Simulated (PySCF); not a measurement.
PySCF input file for Se(Me)(SMe) (C2H6SSe), SMILES CS[Se]C, ωB97X-D3(BJ)/def2-SVP. 

```python
import numpy as np
from pyscf import gto, scf, dft
import os
os.environ['JAX_PLATFORMS'] = 'cpu'
from ase import Atoms, units
from ase.calculators.calculator import Calculator, all_changes
from sella import Sella

mol = gto.M(
    atom='''
    Se    0.32071252    0.32248522    0.76234229
    C     1.13629853    1.62601022   -0.47008395
    H     1.90577322    1.12284198   -1.04835947
    H     1.57304693    2.41250579    0.13693206
    H     0.37291950    2.03845500   -1.12469110
    S    -0.21932343   -1.23601195   -0.63837753
    C    -1.90113850   -0.74951409   -1.16880443
    H    -2.54954733   -0.67202630   -0.30227939
    H    -2.24595882   -1.54029852   -1.82575605
    H    -1.86224448    0.19123883   -1.70811317
    ''',
    basis='def2-SVP',
    charge=0,
    spin=0,
    max_memory=1600,
    verbose=3,
)
mf = dft.RKS(mol, xc='wb97x-d3bj').density_fit(auxbasis='def2-universal-jkfit')
mf.grids.level = 3
mf.conv_tol = 1e-9
mf.max_cycle = 100
mf.kernel()
grad = mf.nuc_grad_method()
grad.grid_response = mol.nao <= 150
scan = grad.as_scanner()
scan.verbose = scan.base.verbose = 0
class SCF(Calculator):
    implemented_properties = ['energy', 'forces']
    def calculate(self, atoms=None, properties=None, system_changes=all_changes):
        super().calculate(atoms, properties, system_changes)
        e, g = scan(mol.set_geom_(self.atoms.positions, unit='Angstrom', inplace=False))
        assert scan.converged
        self.results = {'energy': float(e) * units.Hartree, 'forces': -np.asarray(g) * units.Hartree / units.Bohr}
atoms = Atoms(mol.elements, mol.atom_coords(unit='Angstrom'), calculator=SCF())
conv = Sella(atoms, order=0, internal=True, allow_fragments=True).run(fmax=0.002, steps=150)
mol_eq = mol.set_geom_(atoms.positions, unit='Angstrom', inplace=False)
print(mol_eq.tostring(format='xyz'))
mf.reset(mol_eq)
mf.verbose = 3
mf.kernel()
```

Log of the run:

```
converged SCF energy = -2879.08789680777
     Step          Energy         fmax         cmax       rtrust          rho
Sella   0   -78343.972158       0.9228       0.0000       0.1000       1.0000
Sella   1   -78344.000500       0.9228       0.0000       0.1000       0.9594
Sella   2   -78344.004226       0.3477       0.0000       0.1000       0.5802
Sella   3   -78344.008284       0.1789       0.0000       0.1000       1.0900
Sella   4   -78344.008771       0.0751       0.0000       0.1000       1.2101
Sella   5   -78344.008844       0.0358       0.0000       0.1000       1.2105
Sella   6   -78344.008853       0.0103       0.0000       0.1000       1.1883
Sella   7   -78344.008855       0.0040       0.0000       0.1000       1.2927
Sella   8   -78344.008855       0.0029       0.0000       0.1000       1.1578
10
XYZ from PySCF
Se          0.35664046        0.30377604        0.78260371
C           1.09855936        1.58286266       -0.47842601
H           1.92077577        1.11968995       -1.03883994
H           1.48239383        2.43019345        0.10964645
H           0.32236868        1.94241277       -1.16711438
S          -0.21108003       -1.26681627       -0.62642120
C          -1.85762187       -0.71790608       -1.15148758
H          -2.54181799       -0.65395731       -0.29418162
H          -2.22970405       -1.47708002       -1.85696778
H          -1.80997602        0.25251098       -1.66600239
converged SCF energy = -2879.08924540171
```

The calculation finished and met its thresholds.

Cost: very roughly 110 core-seconds.
